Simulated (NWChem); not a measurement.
# CH$_{4}$MgOS; SMILES C[O][Mg][SH]

```xyz
8

Mg     0.0219     0.0950     0.0001
O      0.0071    -1.6715     0.0001
C      0.0127    -3.0440    -0.0001
H      0.1675    -3.4616    -1.0153
H      0.8165    -3.4592     0.6405
H     -0.9415    -3.4657     0.3746
S      0.0536     2.3993     0.0000
H     -1.2961     2.4937     0.0001
```
Atoms are numbered in this order, from 1.

Computed with NWChem. Pople sets run with spherical d functions. Coordinates come from a PBE0/def2-SVP optimisation.

Question: What does the run give for PBE/6-311++G**? Quantities: highest occupied level (eV); orbital gap (eV); dipole (D).

Answer: 
```json
{
  "highest occupied level (eV)": "-5.77",
  "orbital gap (eV)": "3.66",
  "dipole (D)": "1.27"
}
```
